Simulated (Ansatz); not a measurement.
```yaml
crystal:
  periodic: [false, false, false]
  atoms:
    - {symbol: Ge, position_ang: [0.819983, 0.138893, -1.313868]}
    - {symbol: Ge, position_ang: [-0.110566, -0.844445, 1.301009]}
    - {symbol: H, position_ang: [0.458380, 1.159525, 0.599161]}
    - {symbol: H, position_ang: [-1.167798, -0.453986, -0.586289]}
basis:
  gaussian: {orbitals: pcseg-2}
hamiltonian: {xc: {name: wB97}, pseudopotentials: {relativity: none}}
scf: {lower_state_search: light}
output: {forces: true}
```

```sh
$ ansatz run in.yaml --threads 4 --pin off --events-out ev --progress --plain --max-ram 3916MiB
```

Shortened log:

```
Functional definition: wB97
848 factors; their error is unknown
232 factors; integrals over basis functions are off by at most 5.8e-5 eV
mean field evaluation 1: about -113075.2605 eV, gradient 1.6e1 eV
mean field evaluation 2: about -113075.6154 eV, gradient 1.0e1 eV
mean field evaluation 4: about -113075.7483 eV, gradient 3.8e-1 eV
mean field evaluation 8: about -113075.7209 eV, gradient 6.6e-3 eV
mean field evaluation 16: about -113075.7209 eV, gradient 1.2e-5 eV
mean field -113075.72089584 eV, -4155.4560974456 hartree, gradient 1.3e-5 eV, S^2 0.000000; 0 other end points of the search recorded, 0 dependent functions left out
reference -113075.72088661 eV, -4155.4560971064 hartree; 33, 33 occupied and 81, 81 virtual orbitals, 848 factors
Total energy: -113075.72088661 eV, -4155.4560971064 hartree
Atom 0 at     0.819983     0.138893    -1.313868 Å, force    -2.130313    -0.816350     4.033462 eV/Å
Atom 1 at    -0.110566    -0.844445     1.301009 Å, force     0.731365     2.207670    -4.008085 eV/Å
Atom 2 at     0.458380     1.159525     0.599161 Å, force    -0.137967    -1.526581    -0.623203 eV/Å
Atom 3 at    -1.167798    -0.453986    -0.586289 Å, force     1.536915     0.135261     0.597826 eV/Å
Dipole moment:     0.240576    -0.239266    -0.004365 e Å
```

It took 2.8 s on 4 threads of Arm Neoverse V2 on a shared host.
